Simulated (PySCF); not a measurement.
Br²³⁺ (bromine, charge +23): UHF calculation

Configuration: [Ne] 3s2, closed-shell 1S. All numbers are calculated (PySCF 2.14, scalar relativity by spin-free X2C-1e, in an even-tempered Gaussian basis (18 s from 2.7 bohr⁻², ratio 2.5; 11 p from 3.5 bohr⁻², ratio 2.5; 5 d from 13 bohr⁻², ratio 2.7; 4 f from 20 bohr⁻², ratio 2.7)).

| Item | Value |
| --- | --- |
| Total energy | -2269.143945 hartree |
| One-electron energy | -2601.5318 hartree |
| Hartree (Coulomb) energy | 392.8019 hartree |
| Exchange energy | -60.4140 hartree |
| ⟨S²⟩ | 0.0000 |
| ⟨L²⟩ | 0.000 |
| Sum of ⟨r⟩ | 2.357 bohr |
| Sum of ⟨r²⟩ | 0.7701 bohr² |

| shell | electrons | mean orbital energy (hartree) | rms radius, mean of both spins (bohr) |
| --- | --- | --- | --- |
| 1s | 2 | -537.02638 | 0.0492 |
| 2s | 2 | -103.95523 | 0.201 |
| 2p | 6 | -96.07560 | 0.179 |
| 3s | 2 | -39.16963 | 0.496 |

Densities and radii are taken from the X2C orbitals without a picture-change correction, which distorts them close to the nucleus.

Spin-orbit constants ζ (cm⁻¹) from the X2C one-electron operator on these orbitals: bare nucleus, nucleus screened by l(l+1)(2l+1)/3 electrons, and screened by the Breit-Pauli mean field of the electrons.

```tsv
shell	bare	screened nucleus	mean field
2p	270800	255300	248800
```
